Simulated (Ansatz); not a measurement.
`C[NH][InH][CH3]` + HCl → `[CH3][InH][Cl]` + CH₃NH₂ at 600 K and 1 bar (ligand exchange at the In–N bond).

Gas-phase electronic energies from Ansatz, PBE0-D4/def2-TZVP geometries. CBS: MP2 limit from def2 TZ/QZ plus the TZ coupled-cluster correction, frozen cores. This one scheme is used for every species. def2 core potentials past Kr. For In outer-core shells are correlated without core-valence functions, which leaves a few kJ/mol of doubt a bond. Each species was taken in one conformer, which may not be the lowest.

| species | CCSD(T)/CBS energy (Eh) | H − E (kJ/mol) | S (J/(mol·K)) |
| --- | --- | --- | --- |
| `C[NH][InH][CH3]` | -325.42029 | 315.0 | 472.3 |
| HCl | -460.38127 | 35.4 | 207.2 |
| `[CH3][InH][Cl]` | -690.09240 | 158.2 | 406.9 |
| CH₃NH₂ | -95.75281 | 199.3 | 283.8 |

H − E and S are ideal-gas, rigid-rotor, harmonic terms from PBE0-D4/def2-TZVP, for one conformer and one mirror image of each species. 1 Eh = 2625.50 kJ/mol, R = 8.31446 J/(mol·K).

Q: By hand: ΔE, ΔH, ΔS and ΔG.

A: ΔE = (-690.09240) + (-95.75281) − (-325.42029) − (-460.38127) = -0.04365 Eh = -114.6 kJ/mol. Δ(H − E) = 158.2 + 199.3 − 315.0 − 35.4 = 7.1, so ΔH = -107.5 kJ/mol. ΔS = 406.9 + 283.8 − 472.3 − 207.2 = 11.2 J/(mol·K). ΔG = -107.5 − 600 × (11.2)/1000 = -114.2 kJ/mol.

Q: By hand: the equilibrium constant, and the temperature at which ΔG would vanish if ΔH and ΔS stayed fixed.

A: log₁₀ K = −ΔG/(RT ln 10) = 9.9. ΔH and −TΔS have one sign here, so there is no such temperature.

The number of gas molecules stays the same, so ΔS is small and ΔH decides. A doubt of 5 kJ/mol in ΔE shifts log₁₀ K by 0.4 here. Other conformers and mirror images would add mixing entropy, several J/(mol·K) or more a flexible species. Modes under 60 cm⁻¹, often nearly free rotors, make the harmonic entropy too high. These are equilibria of isolated gas molecules and say nothing of rates. Largest T1 diagnostic: 0.015 (customary marks: 0.02 for closed shells, 0.045 for open ones).

ΔS is within the doubt of such terms, so its sign, and with it that verdict, could turn.
